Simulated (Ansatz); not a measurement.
Frontier orbitals of C$_{8}$H$_{12}$O$_{2}$ (`CC1(C)CCC(=O)CC1=O`).

Z-matrix (Å, degrees):
```
C
C 1 1.523
H 1 1.093 2 111.2
H 1 1.093 2 110.1 3 -119.7
H 1 1.090 2 110.5 3 120.0
C 2 1.531 1 110.5 3 55.7
C 2 1.534 1 109.7 3 178.4
C 2 1.527 1 109.3 3 -65.7
C 6 1.522 2 113.5 1 -177.5
H 6 1.094 2 108.9 1 60.0
H 6 1.096 2 108.7 1 -54.9
H 7 1.093 2 109.7 1 -64.1
H 7 1.091 2 110.0 1 55.5
H 7 1.093 2 112.6 1 175.6
O 8 1.203 2 122.3 1 -43.5
C 8 1.516 2 116.8 1 137.6
C 9 1.512 6 113.2 2 43.9
H 9 1.095 6 111.0 2 164.6
H 9 1.093 6 112.2 2 -77.4
H 16 1.088 8 110.7 2 160.8
H 16 1.100 8 105.6 2 -81.9
O 17 1.204 9 122.5 6 -170.5
```

The species carries charge 0 and has multiplicity 1. The geometry is a stationary point of PBE0-D4/def2-TZVP. Basis def2-TZVPP, Ansatz 0.2.0.

| functional | HOMO (eV) | LUMO (eV) | gap (eV) |
| --- | --- | --- | --- |
| PBE | -5.69 | -2.07 | 3.62 |
| B97M-V | -6.15 | -1.79 | 4.36 |
| PBE0 | -7.25 | -0.99 | 6.26 |
| r2SCANh | -6.57 | -1.47 | 5.10 |
| CAM-B3LYP | -8.71 | 0.20 | 8.91 |
| ωB97X-V | -9.68 | 1.33 | 11.01 |
| ωB97M-V | -9.63 | 1.21 | 10.84 |

Against PBE, PBE0 changes HOMO and LUMO by −1.56 and +1.08 eV, ωB97M-V by −3.94 and +3.28 eV. A gap of 3.61 eV thus becomes 10.84 eV for the same molecule, so an orbital gap means little without its functional. A positive LUMO is unbound and depends on the basis.
